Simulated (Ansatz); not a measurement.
The molecule BO-, closed-shell singlet (lowest of 2S+1 = 1, 3, 5 at CCSD(T)/def2-TZVPP on PBE0 minima; our sources give no spin for the ground state, which may be another).

The constants come from a fifth-degree fit in 1/R (seven points, main isotopes). In def2 and cc sets the state is the lowest found near the PBE0 minimum, followed along R. The singlet is held restricted. HF and MP2 rows in def2 and cc sets belong to the determinant that coupled cluster picked by its CCSD energy.

Cores are frozen in the correlated methods. CBS: X⁻³ extrapolation of the correlation energy, Hartree–Fock from the larger set.

Programs: Ansatz (an electronic-structure program). Each number belongs to the level named beside it.

Question: What bond length and harmonic frequency does MP2/CBS(aug-cc-pVQZ, aug-cc-pV5Z) give?

Answer: r_e = 1.243 Å, ω_e = 1692 cm⁻¹.

Question: What bond length and harmonic frequency does CCSD/def2-QZVPP give?

Answer: r_e = 1.235 Å, ω_e = 1752 cm⁻¹.

Question: What bond length and harmonic frequency does CCSD(T)/CBS(aug-cc-pVQZ, aug-cc-pV5Z) give?

Answer: r_e = 1.239 Å, ω_e = 1713 cm⁻¹.
